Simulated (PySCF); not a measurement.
AlFH4OSi.

```xyz
8

Al    -0.4339     0.2256    -0.2521
F     -1.7221    -0.7011    -0.7689
O     -0.4779     1.8974    -0.5184
H     -1.1768     2.3961    -0.9453
Si     1.4653    -0.7948     0.8570
H      2.4750     0.2374     1.2439
H      2.1250    -1.7914    -0.0446
H      1.0256    -1.5177     2.0920
```

Geometry optimised at PBE0-D3(BJ)/def2-SVP. One conformer was computed; it need not be the lowest.

The numbers are results of KT2/pcSseg-1 in PySCF, not measurements. Non-relativistic, no solvent.

Computed absolute GIAO shielding of each atom: isotropic value and principal components (ppm):
| atom | σ(iso) | σ11 | σ22 | σ33 | span |
|---|---|---|---|---|---|
| Al1 | 438.9 | 385.3 | 419.8 | 511.5 | 126.1 |
| F2 | 278.9 | 159.8 | 266.3 | 410.7 | 250.8 |
| O3 | 263.5 | 182.8 | 266.3 | 341.5 | 158.7 |
| H4 | 28.7 | 21.7 | 21.8 | 42.6 | 21.0 |
| Si5 | 498.7 | 485.0 | 496.5 | 514.5 | 29.5 |
| H6 | 28.0 | 24.8 | 25.9 | 33.3 | 8.6 |
| H7 | 28.0 | 25.0 | 25.7 | 33.3 | 8.3 |
| H8 | 28.0 | 25.0 | 25.7 | 33.3 | 8.3 |
